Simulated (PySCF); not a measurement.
Zn(Cl)(Et) (C2H5ClZn), SMILES [Cl][Zn][CH2]C.

Coordinates come from a PBE-D3(BJ)/def2-SVP optimisation. The structure was generated by enumeration; whether it is a known compound was not checked. The values are those of a single conformer.

Computed with PySCF with M06-2X/def2-TZVP.

Isolated molecule, no solvent.

- total energy: -2318.82972 hartree
- point group: Cs
- highest occupied level: -8.92 eV
- lowest empty level: 0.01 eV
- orbital gap: 8.94 eV
- dipole moment: 2.68 D
- quadrupole, principal values (traceless, Buckingham form, about the centre of nuclear charge): -8.88, 4.12, 4.76 D·Å
- mean static polarisability: 59.8 bohr³ (8.86 Å³)
- polarisability, principal values: 47.1, 50.1, 82.2 bohr³
